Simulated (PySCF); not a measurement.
[CrO4]3- (charge -3 and doublet state).
Bonds: Cr1–O2, Cr1–O3, Cr1–O4, Cr1–O5.

Computed, not measured: PySCF, PBE0-D3(BJ)/def2-SVP geometry optimisation, gas phase.

**Question.** What internal coordinates does the optimisation give?

**Answer.** 
```csv
bond,length (pm)
Cr1–O2 and 3 like bonds,162.2
```

Bonds in one row agree within 1 pm and their mean is given. A selection of angles:
```csv
angle,degrees
O2–Cr1–O3,109.4
```

All 4 Cr–O bonds measure 1.621 to 1.622 Å. Cr1 (chromium bonded to 4 O) is tetrahedral (angles from 109.4° to 109.5°).

Point group: Td (tolerance 0.08 Å). Not checked by PBE0-D3(BJ)/def2-SVP frequencies. ⟨S²⟩ = 0.750 (exact for a doublet: 0.75). Whether so highly charged an anion holds all its electrons in the gas phase wasn't checked; a finite basis holds them in any case. The ion is multiply charged and computed without counter-ions or solvent. The geometry's basis has no diffuse functions, a weakness for an anion.

Time: 32 s. Hardware: one thread, x86-64 server (shared host). These figures are those of the optimisation.

For an open-shell metal species like this, the optimisation's SCF solution wasn't tested for stability and no frequencies at its level were run, so a lower state or another shape may exist.
